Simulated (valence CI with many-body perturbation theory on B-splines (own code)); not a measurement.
**E1 line list for Hf41+**

Computed by valence CI with perturbative core correlation (CI+MBPT): three valence electrons over a frozen Dirac-Fock core [Ar] 3d10, a basis of 11 s, 11 p, 9 d, 7 f, 5 g, 2 h, 1 i functions for each j, with the one-electron correlation potential Σ1 (screened to all orders), the two-electron term Σ2, the three-electron term Σ3, Breit, model QED; selected single and double excitations, second order for the rest (own B-spline code, finite nucleus).

No measured spectrum was set against this ion. As an estimate, large intervals hold to a few tenths of a per cent, small ones and those within an open d or f shell to about a per cent.

Lines 151 to 200 of 277 in falling wavelength, among levels below 39.610 Ry, chosen from the strongest by gf and those to the six lowest levels. Wavelengths and rates use the calculated energies. Electric multipoles are in the length gauge, E1 and E2 with the static RPA response of the core. Weak lines are less certain than strong ones. Lines between different terms over intervals too small for the method are left out, as are lines whose strength nearly cancels. The highest levels of a list are the least certain.

Levels are named by their leading jj configuration (3d3/2^4 stands for four electrons in 3d with j = 3/2), which in mixed levels can hold well under half, so a name can repeat and another be missing. Letters in brackets count levels of one name in rising energy.

```
λ vac (Å)                          Upper                       Lower   A (s⁻¹)  S (a.u.) with core polarisation  S without
    66.76     (4s 4p1/2 4f5/2) J=5/2 [b]      (4s 4p1/2 4d3/2) J=5/2  5.95e+10                         5.24e-02   5.54e-02
    66.65             (4s 4p3/2^2) J=1/2          (4s^2 4p3/2) J=3/2  4.02e+11                         1.17e-01   1.25e-01
    66.65         (4s 4p1/2 4p3/2) J=1/2          (4s^2 4p1/2) J=1/2  5.70e+11                         1.67e-01   1.77e-01
    66.62     (4s 4p3/2 4d5/2) J=3/2 [a]          (4s^2 4d3/2) J=3/2  8.29e+10                         4.84e-02   5.15e-02
    66.59  (4p1/2 4p3/2 4d3/2) J=1/2 [a]  (4s 4p1/2 4d3/2) J=3/2 [a]  3.74e+11                         1.09e-01   1.16e-01
    66.26     (4s 4p3/2 4d3/2) J=1/2 [b]          (4s^2 4d3/2) J=3/2  6.20e+11                         1.78e-01   1.89e-01
    65.90     (4s 4p1/2 4f5/2) J=5/2 [a]  (4s 4p1/2 4d3/2) J=3/2 [a]  4.01e+11                         3.40e-01   3.60e-01
    65.87                (4p3/2^3) J=3/2          (4s 4p3/2^2) J=1/2  2.73e+11                         1.54e-01   1.64e-01
    65.66     (4s 4p1/2 4f7/2) J=7/2 [b]      (4s 4p1/2 4d3/2) J=5/2  3.11e+11                         3.48e-01   3.68e-01
    65.64  (4p1/2 4p3/2 4d5/2) J=3/2 [b]  (4s 4p1/2 4d5/2) J=5/2 [b]  1.34e+11                         7.51e-02   7.98e-02
    65.58  (4p1/2 4p3/2 4d5/2) J=7/2 [b]  (4s 4p1/2 4d5/2) J=5/2 [b]  3.03e+10                         3.37e-02   3.58e-02
    65.35             (4s 4p3/2^2) J=3/2          (4s^2 4p3/2) J=3/2  8.59e+11                         4.74e-01   5.03e-01
    65.16          (4p1/2 4p3/2^2) J=5/2      (4s 4p1/2 4p3/2) J=5/2  1.30e+11                         1.06e-01   1.13e-01
    64.96      (4p1/2 4p3/2 4d5/2) J=1/2      (4s 4p1/2 4d5/2) J=3/2  8.68e+10                         2.35e-02   2.50e-02
    64.95  (4p1/2 4p3/2 4d5/2) J=5/2 [b]  (4s 4p1/2 4d3/2) J=3/2 [b]  2.49e+10                         2.02e-02   2.15e-02
    64.54          (4p1/2 4p3/2^2) J=3/2      (4s 4p1/2 4p3/2) J=5/2  1.73e+10                         9.20e-03   9.79e-03
    64.53     (4s 4p1/2 4f5/2) J=5/2 [b]  (4s 4p1/2 4d3/2) J=3/2 [a]  5.10e+10                         4.06e-02   4.29e-02
    64.22  (4p1/2 4p3/2 4d5/2) J=7/2 [b]      (4s 4p1/2 4d5/2) J=7/2  7.76e+10                         8.11e-02   8.62e-02
    63.86     (4s 4p3/2 4d3/2) J=5/2 [b]          (4s^2 4d3/2) J=3/2  1.10e+12                         8.51e-01   9.03e-01
    63.79     (4s 4p1/2 4f7/2) J=7/2 [c]      (4s 4p1/2 4d3/2) J=5/2  2.43e+11                         2.49e-01   2.64e-01
    63.70     (4s 4p3/2 4d5/2) J=7/2 [b]          (4s 4p3/2^2) J=5/2  2.82e+10                         2.88e-02   3.06e-02
    63.43         (4s 4p1/2 4f5/2) J=3/2  (4s 4p1/2 4d3/2) J=3/2 [a]  1.44e+11                         7.24e-02   7.68e-02
    63.26                (4p3/2^3) J=3/2          (4s^2 4d5/2) J=5/2  7.52e+10                         3.76e-02   4.00e-02
    62.97     (4s 4p3/2 4d5/2) J=3/2 [b]          (4s 4p3/2^2) J=5/2  1.66e+11                         8.18e-02   8.70e-02
    62.54          (4p1/2 4p3/2^2) J=5/2  (4s 4p1/2 4p3/2) J=3/2 [a]  1.34e+09                         9.69e-04   1.03e-03
    62.39  (4p1/2 4p3/2 4d5/2) J=5/2 [a]      (4s 4p1/2 4d3/2) J=5/2  8.73e+10                         6.28e-02   6.67e-02
    61.97          (4p1/2 4p3/2^2) J=3/2  (4s 4p1/2 4p3/2) J=3/2 [a]  1.80e+11                         8.46e-02   8.99e-02
    61.67     (4s 4p3/2 4d5/2) J=5/2 [b]          (4s 4p3/2^2) J=5/2  1.28e+11                         8.87e-02   9.43e-02
    61.53  (4p1/2 4p3/2 4d5/2) J=5/2 [c]  (4s 4p1/2 4d5/2) J=5/2 [a]  9.99e+10                         6.90e-02   7.33e-02
    61.41          (4p1/2 4p3/2^2) J=1/2  (4s 4p1/2 4p3/2) J=3/2 [a]  1.37e+10                         3.14e-03   3.34e-03
    60.44  (4p1/2 4p3/2 4d5/2) J=5/2 [a]  (4s 4p1/2 4d3/2) J=3/2 [a]  3.36e+10                         2.20e-02   2.34e-02
    57.18  (4p1/2 4p3/2 4d5/2) J=7/2 [b]      (4s 4p1/2 4d3/2) J=5/2  2.74e+10                         2.02e-02   2.15e-02
    56.66     (4s 4p1/2 4d3/2) J=3/2 [a]          (4s 4p1/2^2) J=1/2  2.19e+10                         7.85e-03   8.34e-03
    56.46     (4s 4p3/2 4d3/2) J=5/2 [a]  (4s 4p1/2 4p3/2) J=3/2 [b]  1.09e+09                         5.81e-04   6.11e-04
    56.36     (4s 4p3/2 4d3/2) J=3/2 [a]  (4s 4p1/2 4p3/2) J=3/2 [b]  7.13e+07                         2.52e-05   2.71e-05
    56.34     (4s 4p3/2 4d3/2) J=1/2 [a]  (4s 4p1/2 4p3/2) J=3/2 [b]  1.79e+10                         3.16e-03   3.36e-03
    56.34  (4p1/2 4p3/2 4d3/2) J=3/2 [a]       (4p1/2^2 4p3/2) J=3/2  5.64e+10                         1.99e-02   2.12e-02
    55.60     (4s 4p1/2 4f5/2) J=5/2 [a]       (4p1/2^2 4p3/2) J=3/2  5.92e+10                         3.01e-02   3.20e-02
    55.02             (4s^2 4f5/2) J=5/2  (4s 4p1/2 4p3/2) J=3/2 [b]  3.26e+11                         1.61e-01   1.71e-01
    54.62     (4s 4p1/2 4f5/2) J=5/2 [b]       (4p1/2^2 4p3/2) J=3/2  2.78e+11                         1.34e-01   1.42e-01
    53.88     (4s 4p3/2 4d3/2) J=3/2 [b]      (4s 4p1/2 4p3/2) J=1/2  3.66e+11                         1.13e-01   1.20e-01
    53.68     (4s 4p3/2 4d3/2) J=5/2 [a]      (4s 4p1/2 4p3/2) J=5/2  4.93e+11                         2.26e-01   2.40e-01
    53.58     (4s 4p3/2 4d3/2) J=3/2 [a]      (4s 4p1/2 4p3/2) J=5/2  1.50e+11                         4.56e-02   4.85e-02
    53.32         (4s 4p1/2 4f7/2) J=5/2       (4p1/2^2 4p3/2) J=3/2  5.66e+10                         2.54e-02   2.70e-02
    53.28     (4s 4p3/2 4d3/2) J=3/2 [b]  (4s 4p1/2 4p3/2) J=3/2 [b]  3.33e+11                         9.93e-02   1.06e-01
    53.23         (4s 4p3/2 4d3/2) J=7/2      (4s 4p1/2 4p3/2) J=5/2  6.92e+11                         4.12e-01   4.38e-01
    52.53  (4p1/2 4p3/2 4d3/2) J=3/2 [b]       (4p1/2^2 4p3/2) J=3/2  9.76e+11                         2.79e-01   2.97e-01
    52.37             (4s^2 4f5/2) J=5/2      (4s 4p1/2 4p3/2) J=5/2  4.14e+10                         1.76e-02   1.87e-02
    52.10         (4s 4p1/2 4d3/2) J=1/2          (4s 4p1/2^2) J=1/2  1.05e+12                         1.46e-01   1.55e-01
    52.07             (4s^2 4d3/2) J=3/2          (4s^2 4p1/2) J=1/2  1.01e+12                         2.81e-01   2.99e-01
```
